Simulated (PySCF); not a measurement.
Species: methane selenol, CH4Se.
SMILES: `[SeH]C`

Level of theory: EOM-IP-CCSD/aug-cc-pVDZ in PySCF, restricted Hartree–Fock reference, frozen core, non-relativistic, gas phase, PBE0-D3(BJ)/def2-SVP geometry.

Hartree–Fock orbital energies give these Koopmans values (eV): HOMO 9.13, HOMO-1 11.99, HOMO-2 13.73, HOMO-3 15.94, HOMO-4 16.16.

**Question.** What vertical ionisation energies does EOM-IP-CCSD give?

**Answer.** 
```json
{"leading hole (HF orbital)": "HOMO", "Koopmans (eV)": "9.13", "EOM-IP-CCSD (eV)": "8.80", "change (eV)": "-0.33", "one-hole share": "0.96"}
{"leading hole (HF orbital)": "HOMO-1", "Koopmans (eV)": "11.99", "EOM-IP-CCSD (eV)": "11.60", "change (eV)": "-0.39", "one-hole share": "0.96"}
{"leading hole (HF orbital)": "HOMO-2", "Koopmans (eV)": "13.73", "EOM-IP-CCSD (eV)": "13.15", "change (eV)": "-0.58", "one-hole share": "0.95"}
{"leading hole (HF orbital)": "HOMO-3", "Koopmans (eV)": "15.94", "EOM-IP-CCSD (eV)": "14.79", "change (eV)": "-1.15", "one-hole share": "0.95"}
{"leading hole (HF orbital)": "HOMO-4", "Koopmans (eV)": "16.16", "EOM-IP-CCSD (eV)": "15.10", "change (eV)": "-1.06", "one-hole share": "0.95"}
```

**Question.** Does the order of the lines follow the orbital energies?

**Answer.** Yes, no two lines change places. The corrections run from -1.15 to -0.33 eV, with a mean of -0.70 eV over the 5 lines; no line lies above its Koopmans value.

**Question.** At what kinetic energies would He I light (21.22 eV) eject these electrons?

**Answer.** 12.42 eV (HOMO), 9.62 eV (HOMO-1), 8.07 eV (HOMO-2), 6.43 eV (HOMO-3), 6.12 eV (HOMO-4).

**Question.** What total energy has the lowest final state, and which wavelength reaches it?

**Answer.** E(CCSD) + ionisation energy = -2440.34595 + 0.32327 = -2440.02268 Eh, at the geometry of the initial state. The threshold wavelength is 1239.84 eV nm/8.80 eV = 140.9 nm.

One root was sought for each valence orbital with −ε under 21 eV, eight at most, so deeper holes and satellites are missing; no vibrational structure.
